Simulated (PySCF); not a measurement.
**Zinc: a sound run and one with changed settings**

Sound run: Zn²⁺ [Ar] 3d10, Zn³⁺ [Ar] 3d9. Calculation: PySCF 2.14, in def2-TZVP; the non-relativistic Hamiltonian (point nucleus). The sound run starts from symmetry-adapted Hartree-Fock orbitals and uses a fine grid where one is needed.

Changed run: radial step 0.8 in ln r (0.13 in the sound run). This setting is unsound on purpose.

```csv
species,method,sound run (hartree),changed run (hartree),converged
Zn²⁺,UHF,-1776.91679,-1776.91679,yes
Zn²⁺,PBE,-1778.10886,-1778.07567,yes
Zn²⁺,LDA,-1775.46704,-1775.38208,yes
Zn³⁺,UHF,-1775.54314,-1775.54314,yes
Zn³⁺,PBE,-1776.62277,-1776.58427,yes
Zn³⁺,LDA,-1773.95744,-1773.86306,yes
```

Ionisation energy of Zn²⁺:

```json
{"method": "UHF", "sound run (eV)": "37.379", "changed run (eV)": "37.379"}
{"method": "PBE", "sound run (eV)": "40.438", "changed run (eV)": "40.583"}
{"method": "LDA", "sound run (eV)": "41.078", "changed run (eV)": "41.335"}
```

A coarse radial grid mis-integrates the density and the exchange-correlation energy, with errors of either sign; Hartree-Fock needs no grid.

For comparison, NIST gives 39.723 eV between the lowest levels.
